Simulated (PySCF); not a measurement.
Excitation energy of Pt by level of theory

Pt [Xe] 4f14 5d9 6s1 (3D) → Pt [Xe] 4f14 5d8 6s2 (3F), as a difference of total energies. Calculation: PySCF 2.14, in aug-cc-pVTZ-PP with ECP60MDF (6s6p5d3f2g, 88 functions); a scalar-relativistic core potential. Correlated levels: valence: 5s2 5p6 frozen. The calculations carry no spin-orbit coupling.

```tsv
method	excitation energy (eV)	error (eV)
UHF	0.290	-0.107
MP2 (valence)	0.595	+0.198
SCS-MP2 (valence)	0.466	+0.069
CCSD (valence)	0.414	+0.017
CCSD(T) (valence)	0.434	+0.037
```

Reference: 0.397 eV (measured; NIST levels, between the centres of gravity of the two terms).

Errors of the correlated levels include the incompleteness of this basis and the frozen core.
